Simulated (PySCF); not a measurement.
An unknown is described by computed data only.

Formula: CH6OSi2.

| Property | Result |
| --- | --- |
| UV, first state | lowest singlet excitation: 3.27 eV (379 nm, f = 0.000) [TDDFT CAM-B3LYP/def2-SVPD] |
| 13C NMR | chemical shifts (computed TMS as zero) by class: 236.7 (1 C) ppm [GIAO PBE0/pcSseg-1] |
| Valence photoelectron | vertical ionisation energy: 9.47 eV [ΔSCF CAM-B3LYP/def2-SVPD] |
| Polarisability | 74.9 au [CAM-B3LYP/def2-SVPD] |
| Triplet | lowest triplet excitation (Tamm–Dancoff): 2.61 eV [TDA CAM-B3LYP/def2-SVPD] |
| 1H NMR | chemical shifts (computed TMS as zero) by class: 12.15 (1 H), 4.23 (2 H), 3.57 (3 H) ppm [GIAO PBE0/pcSseg-1] |
| Dipole | 2.12 D [CAM-B3LYP/def2-SVPD] |
| Rotational structure | rotational constants A, B, C: 6.644, 2.559, 1.931 GHz [PBE0-D3(BJ)/def2-SVP] |
| NMR, other nuclei | isotropic shieldings of nuclei other than C and H, by class: -604 (1 O), 431 (1 Si), 471 (1 Si) ppm [GIAO PBE0/pcSseg-1] |

Gas-phase values; electronic properties from PySCF, density fitting. Levels stand in brackets. Geometry: PBE0-D3(BJ)/def2-SVP, one conformer, isolated molecule. NMR values are class means; diastereotopic atoms form classes of their own.

Problem. Give a SMILES that accounts for the data.

Solution. Numbering: `[O:1]=[CH:2][SiH2:3][SiH3:4]`. Its formula, CH6OSi2, gives 1 degree of unsaturation: 0 rings and 1 π bond in the structure found. The one carbon: carbonyl carbon [C2] (236.7 ppm). Hydrogen classes from least to most shielded: 1 H on a carbonyl carbon, C2 (12.15 ppm), 2 H on an SiH2 silicon, Si3 (4.23 ppm), 3 H on an SiH3 silicon, Si4 (3.57 ppm, a mean of values up to 0.6 ppm apart in this geometry). The other shieldings belong to: -604 ppm, carbonyl oxygen [O1]; 431 ppm, SiH2 silicon [Si3]; 471 ppm, SiH3 silicon [Si4]. S1 is mainly HOMO→LUMO (weight 0.95); the largest Löwdin shares of the orbital it empties are 0.47 on the carbonyl oxygen, 0.22 on the carbonyl carbon, 0.13 on the SiH2 silicon and 0.10 on the formyl hydrogen, of the orbital it fills 0.38 on the carbonyl carbon, 0.34 on the carbonyl oxygen, 0.14 on the SiH2 silicon and 0.06 on the formyl hydrogen. By its constants the optimised geometry is an asymmetric top. Structure: `O=C[SiH2][SiH3]`. The assignments are read from this structure; whether some other isomer fits the data as well wasn't checked.

Conformer computed: `[O:1]=[CH:2][SiH2:3][SiH3:4]`: O1–C2–Si3–Si4 -3°.
